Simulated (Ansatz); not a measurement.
Molecule (SMILES): [N]=C=O, doublet.
Atoms: N1, C2, O3. Bonds: N1-C2, C2-O3.

Basis-set convergence of the optimised C2-O3 bond length at MP2 with Ansatz (a program for electronic structure). The reference of a correlated method is not its basis-set limit, which lies further on. Cartesian d functions, on some or all atoms, in 6-31G*; all else is spherical. Cores are frozen. Open shells are unrestricted. No added dispersion term, no relativity. Reference: the value in def2-QZVPP, 1.1550 Å. Deviations are taken from unrounded values.

| basis | functions | optimised C2-O3 bond length (Å) | minus reference (Å) |
|---|---|---|---|
| cc-pVDZ | 42 | 1.1648 | 0.0099 |
| def2-SVP | 42 | 1.1590 | 0.0041 |
| 6-31G* | 45 | 1.1666 | 0.0117 |
| 6-311G** | 54 | 1.1578 | 0.0028 |
| 6-311+G** | 66 | 1.1578 | 0.0029 |
| cc-pVTZ | 90 | 1.1583 | 0.0033 |
| pcseg-2 | 90 | 1.1570 | 0.0021 |
| def2-TZVPPD | 114 | 1.1574 | 0.0025 |
| 6-311++G(3df,3pd) | 117 | 1.1558 | 0.0009 |
| cc-pCVTZ | 129 | 1.1575 | 0.0025 |
| aug-cc-pVTZ | 138 | 1.1582 | 0.0032 |
| cc-pVQZ | 165 | 1.1551 | 0.0001 |
| def2-QZVPP | 171 | 1.1550 | 0.0000 |

The smallest set listed that lies within 0.005 Å of the reference with all its larger relatives (same family, alike in diffuse functions; a set with none counts only in the reference's own line) is def2-SVP (42 functions, 0.0041 Å off). Inside, with no larger relative to test it: 6-311G**, pcseg-2, def2-TZVPPD, cc-pCVTZ, aug-cc-pVTZ. (Relatives not listed, tested too: def2-TZVP 0.0024, def2-TZVPP 0.0024 Å.)
